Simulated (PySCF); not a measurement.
C₅H₅Cl. Atoms are numbered in the order given.

```xyz
11

C     -0.9121    -3.1009     0.0000
C      0.0659    -2.2325     0.0000
C      1.0532    -1.3533     0.0000
C      0.9286     0.1059     0.0000
C     -0.2361     0.7780     0.0000
Cl    -0.3203     2.5039     0.0000
H     -1.3396    -3.4832     0.9362
H     -1.3396    -3.4832    -0.9362
H      2.0786    -1.7469     0.0000
H      1.8632     0.6755     0.0000
H     -1.2148     0.2887     0.0000
```

Geometry optimised at r2SCAN-D4/def2-SVP. The structure was generated by enumeration; whether it is a known compound was not checked. Other conformers were not sampled.

Computed with B3LYP/pcSseg-1 in PySCF.

GIAO shieldings, no solvent; atoms alike by connectivity are averaged. δ = σ(ref) − σ: ¹³C against TMS (σ = 181.3 ppm); ³⁵Cl against HCl (σ = 933.3 ppm); ¹H against TMS (σ = 31.68 ppm), references at their B3LYP-D3(BJ)/def2-TZVP geometries, non-relativistic (without spin–orbit terms, shifts of atoms bonded to Cl or Br come out too high).

| atoms | nucleus | count | δ (ppm) |
|---|---|---|---|
| C2 | ¹³C | 1 | 231.7 |
| C5 | ¹³C | 1 | 141.8 |
| C4 | ¹³C | 1 | … |
| C3 | ¹³C | 1 | … |
| C1 | ¹³C | 1 | … |
| Cl6 | ³⁵Cl | 1 | 229.3 |
| H11 | ¹H | 1 | … |
| H10 | ¹H | 1 | 6.01 |
| H9 | ¹H | 1 | … |
| H7, H8 | ¹H | 2 | 5.62 |

### Question
Complete the blanks. (The exact figures need the calculation; the answer reports its results.)

### Answer

- H11, δ (ppm): 6.78
- H9, δ (ppm): 5.90
- C1, δ (ppm): 85.6
- C3, δ (ppm): 95.4
- C4, δ (ppm): 134.5
